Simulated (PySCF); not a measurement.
Compound: C₃H₂FN₃.
Numbering: `[F:1][c:2]1[cH:3][n:4][n:5][n:6][cH:7]1` (hydrogens: H8 on C3; H9 on C7)

The same species was optimised twice, with GFN2-xTB and with PBE0-D3(BJ)/def2-SVP (PySCF), and the same property calculations (PySCF, gas phase) were run on both structures.

```csv
coordinate,GFN2-xTB,PBE0-D3(BJ)/def2-SVP,change
N5–N6 (Å),1.288,1.309,+0.021
N4–N5 (Å),1.288,1.308,+0.020
F1–C2 (Å),1.335,1.317,-0.018
C3–N4 (Å),1.325,1.331,+0.006
N6–C7 (Å),1.325,1.331,+0.006
C2–C3 (Å),1.389,1.385,-0.004
C2–C7 (Å),1.389,1.385,-0.004
N4–N5–N6 (°),122.7,121.1,-1.6
C2–C3–N4 (°),119.6,120.4,+0.8
C2–C7–N6 (°),119.5,120.3,+0.8
C3–C2–C7 (°),116.5,116.2,-0.3
F1–C2–C7 (°),121.8,121.9,+0.1
N5–N6–C7 (°),120.9,121.0,+0.1
F1–C2–C3 (°),121.8,121.9,+0.1
C3–N4–N5 (°),120.9,121.0,+0.1
```

Rotational constants: A = 6428, B = 2696, C = 1899 MHz (GFN2-xTB) against A = 6402, B = 2687, C = 1893 MHz (PBE0-D3(BJ)/def2-SVP). Point groups within 0.08 Å: C2v and C2v.

On the GFN2-xTB structure: lowest triplet, Tamm–Dancoff (eV) 2.92 [wB97X-D/def2-SVPD]; isotropic polarisability (au) 52.3 [wB97X-D/def2-SVPD]; HOMO (eV) -9.45 [wB97X-D/def2-SVPD]; LUMO (eV) -0.37 [wB97X-D/def2-SVPD]; dipole (D) 3.57 [wB97X-D/def2-SVPD]; HOMO (eV) -7.60 [PBE0/pcSseg-1]; LUMO (eV) -2.14 [PBE0/pcSseg-1]; dipole (D) 3.65 [PBE0/pcSseg-1]; GIAO shielding of F1 (ppm) 309.3 [PBE0/pcSseg-1]; GIAO shielding of C2 (ppm) 17.9 [PBE0/pcSseg-1]; GIAO shielding of C3/C7 (mean) (ppm) 43.4 [PBE0/pcSseg-1]; GIAO shielding of N4/N6 (mean) (ppm) -181.0 [PBE0/pcSseg-1]; GIAO shielding of N5 (ppm) -258.2 [PBE0/pcSseg-1].

Problem. What do these properties become on the PBE0-D3(BJ)/def2-SVP structure?

Solution. 
```json
{"property": "lowest triplet, Tamm–Dancoff (eV)", "level": "wB97X-D/def2-SVPD", "on GFN2-xTB": "2.92", "on PBE0-D3(BJ)/def2-SVP": "3.03", "change": "+0.11"}
{"property": "isotropic polarisability (au)", "level": "wB97X-D/def2-SVPD", "on GFN2-xTB": "52.3", "on PBE0-D3(BJ)/def2-SVP": "52.8", "change": "+0.5"}
{"property": "HOMO (eV)", "level": "wB97X-D/def2-SVPD", "on GFN2-xTB": "-9.45", "on PBE0-D3(BJ)/def2-SVP": "-9.69", "change": "-0.24"}
{"property": "LUMO (eV)", "level": "wB97X-D/def2-SVPD", "on GFN2-xTB": "-0.37", "on PBE0-D3(BJ)/def2-SVP": "-0.38", "change": "-0.01"}
{"property": "dipole (D)", "level": "wB97X-D/def2-SVPD", "on GFN2-xTB": "3.57", "on PBE0-D3(BJ)/def2-SVP": "3.69", "change": "+0.12"}
{"property": "energy, GFN2-xTB geometry as zero (kcal/mol)", "level": "wB97X-D/def2-SVPD", "on GFN2-xTB": "0.0", "on PBE0-D3(BJ)/def2-SVP": "-1.0", "change": "-1.0"}
{"property": "HOMO (eV)", "level": "PBE0/pcSseg-1", "on GFN2-xTB": "-7.60", "on PBE0-D3(BJ)/def2-SVP": "-7.85", "change": "-0.25"}
{"property": "LUMO (eV)", "level": "PBE0/pcSseg-1", "on GFN2-xTB": "-2.14", "on PBE0-D3(BJ)/def2-SVP": "-2.14", "change": "0.00"}
{"property": "dipole (D)", "level": "PBE0/pcSseg-1", "on GFN2-xTB": "3.65", "on PBE0-D3(BJ)/def2-SVP": "3.78", "change": "+0.13"}
{"property": "energy, GFN2-xTB geometry as zero (kcal/mol)", "level": "PBE0/pcSseg-1", "on GFN2-xTB": "0.0", "on PBE0-D3(BJ)/def2-SVP": "-1.1", "change": "-1.1"}
{"property": "GIAO shielding of F1 (ppm)", "level": "PBE0/pcSseg-1", "on GFN2-xTB": "309.3", "on PBE0-D3(BJ)/def2-SVP": "313.3", "change": "+4.0"}
{"property": "GIAO shielding of C2 (ppm)", "level": "PBE0/pcSseg-1", "on GFN2-xTB": "17.9", "on PBE0-D3(BJ)/def2-SVP": "22.1", "change": "+4.2"}
{"property": "GIAO shielding of C3/C7 (mean) (ppm)", "level": "PBE0/pcSseg-1", "on GFN2-xTB": "43.4", "on PBE0-D3(BJ)/def2-SVP": "41.5", "change": "-1.9"}
{"property": "GIAO shielding of N4/N6 (mean) (ppm)", "level": "PBE0/pcSseg-1", "on GFN2-xTB": "-181.0", "on PBE0-D3(BJ)/def2-SVP": "-193.5", "change": "-12.5"}
{"property": "GIAO shielding of N5 (ppm)", "level": "PBE0/pcSseg-1", "on GFN2-xTB": "-258.2", "on PBE0-D3(BJ)/def2-SVP": "-263.6", "change": "-5.4"}
```

The heavy atoms differ by 0.013 Å rms after alignment. Among bonds between heavy atoms N4–N5 and N5–N6 change most and about equally (+0.020 to +0.021 Å). Changes are differences of the printed values. Neither structure is proved a minimum here.

Note: wB97X-D ran without an empirical dispersion term, which enters the total energy and its gradient alone.
